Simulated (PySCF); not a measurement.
SnOF, SMILES [O]=[Sn][F], multiplicity 2. The structure is a stationary point at B3LYP-D3(BJ)/def2-TZVP. The def2 effective core potentials stand for the cores of Sn; spin–orbit coupling is left out.

Computed equilibrium geometry at B3LYP-D3(BJ)/def2-TZVP (PySCF confirms it by a frequency run) as Cartesian coordinates in Å, and its point group:
point group Cs.
```xyz
3

Sn     0.3340     0.0317     0.0000
O     -1.0710     1.4639     0.0000
F     -0.9035    -1.4774     0.0000
```
Charge 0, spin multiplicity 2.
